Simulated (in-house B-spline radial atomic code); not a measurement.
Functionals against NIST's ionisation energies along a row: K⁺ to Kr⁺

Ionisation energies as differences of self-consistent total energies from a B-spline radial code for spherical atoms: all electrons, radial basis limit, scalar-relativistic (one-electron X2C), spin-polarised at highest spin, spherical densities; exact exchange is averaged over the determinants of each configuration. No spin-orbit coupling, Breit or QED terms. NIST's values run from ground level to ground level, so in open shells the differences also hold multiplet and fine-structure energies that spherical high-spin averages miss. Columns give computed minus NIST, in eV; a star marks a semi-empirical value. Species are left out where the tabulated value is theory, is uncertain by more than 0.12 eV, or (13 ions, such as In⁴⁺, Te⁴⁺ and Bi⁴⁺) lies off its series for all methods alike, which flatters the means a little.

```json
{"species": "K⁺", "shell": "3p", "NIST (eV)": "31.62", "LDA exchange-only": "-1.51", "PBEsol": "-0.05", "RPBE": "-0.02", "SCAN": "+0.49", "PBE0": "+0.05"}
{"species": "Ca⁺", "shell": "4s", "NIST (eV)": "11.87", "LDA exchange-only": "-0.35", "PBEsol": "+0.07", "RPBE": "+0.10", "SCAN": "-0.12", "PBE0": "+0.05"}
{"species": "Sc⁺", "shell": "4s", "NIST (eV)": "12.80", "LDA exchange-only": "-0.06", "PBEsol": "+0.29", "RPBE": "+0.24", "SCAN": "+0.23", "PBE0": "+0.17"}
{"species": "Ti⁺", "shell": "4s", "NIST (eV)": "13.58", "LDA exchange-only": "+0.11", "PBEsol": "+0.45", "RPBE": "+0.37", "SCAN": "+0.44", "PBE0": "+0.26"}
{"species": "V⁺", "shell": "3d", "NIST (eV)": "14.63 ± 0.007", "LDA exchange-only": "+0.35", "PBEsol": "+1.16", "RPBE": "+1.09", "SCAN": "+1.16", "PBE0": "+0.84"}
{"species": "Cr⁺", "shell": "3d", "NIST (eV)": "16.49", "LDA exchange-only": "-0.05", "PBEsol": "+0.75", "RPBE": "+0.68", "SCAN": "+0.89", "PBE0": "+0.40"}
{"species": "Mn⁺", "shell": "4s", "NIST (eV)": "15.64", "LDA exchange-only": "+0.30", "PBEsol": "+0.61", "RPBE": "+0.52", "SCAN": "+0.71", "PBE0": "+0.33"}
{"species": "Fe⁺", "shell": "4s", "NIST (eV)": "16.20", "LDA exchange-only": "+0.19", "PBEsol": "+0.62", "RPBE": "+0.52", "SCAN": "+0.69", "PBE0": "+0.32"}
{"species": "Co⁺", "shell": "3d", "NIST (eV)": "17.08", "LDA exchange-only": "-0.36", "PBEsol": "+0.87", "RPBE": "+0.76", "SCAN": "+0.39", "PBE0": "+0.21"}
{"species": "Ni⁺", "shell": "3d", "NIST (eV)": "18.17", "LDA exchange-only": "+0.18", "PBEsol": "+1.37", "RPBE": "+1.26", "SCAN": "+1.14", "PBE0": "+0.67"}
{"species": "Cu⁺", "shell": "3d", "NIST (eV)": "20.29", "LDA exchange-only": "-0.39", "PBEsol": "+0.76", "RPBE": "+0.65", "SCAN": "+0.76", "PBE0": "+0.05"}
{"species": "Zn⁺", "shell": "4s", "NIST (eV)": "17.96", "LDA exchange-only": "+0.11", "PBEsol": "+0.72", "RPBE": "+0.60", "SCAN": "+0.74", "PBE0": "+0.37"}
{"species": "Ga⁺", "shell": "4s", "NIST (eV)": "20.52", "LDA exchange-only": "-0.77", "PBEsol": "+0.21", "RPBE": "+0.10", "SCAN": "+0.10", "PBE0": "-0.08"}
{"species": "Ge⁺", "shell": "4p", "NIST (eV)": "15.93", "LDA exchange-only": "-1.07", "PBEsol": "-0.23", "RPBE": "-0.33", "SCAN": "-0.23", "PBE0": "-0.21"}
{"species": "As⁺", "shell": "4p", "NIST (eV)": "18.59", "LDA exchange-only": "-0.88", "PBEsol": "0.00", "RPBE": "-0.05", "SCAN": "+0.26", "PBE0": "+0.02"}
{"species": "Se⁺", "shell": "4p", "NIST (eV)": "21.20 ± 0.01", "LDA exchange-only": "-0.80", "PBEsol": "+0.12", "RPBE": "+0.10", "SCAN": "+0.60", "PBE0": "+0.22"}
{"species": "Br⁺", "shell": "4p", "NIST (eV)": "21.59", "LDA exchange-only": "-1.74", "PBEsol": "-0.33", "RPBE": "-0.48", "SCAN": "-0.53", "PBE0": "-0.32"}
{"species": "Kr⁺", "shell": "4p", "NIST (eV)": "24.36", "LDA exchange-only": "-1.33", "PBEsol": "+0.04", "RPBE": "-0.05", "SCAN": "+0.20", "PBE0": "+0.04"}
```

(1) How do the methods rank, and which species is hardest?

## Answers

(1) Mean absolute (signed) differences: PBE0 0.26 (+0.19) eV; RPBE 0.44 (+0.34) eV; PBEsol 0.48 (+0.41) eV; SCAN 0.54 (+0.44) eV; LDA exchange-only 0.59 (-0.45) eV. For V⁺, which loses a 3d electron, the nearest method is off by +0.35 eV, the largest such miss.
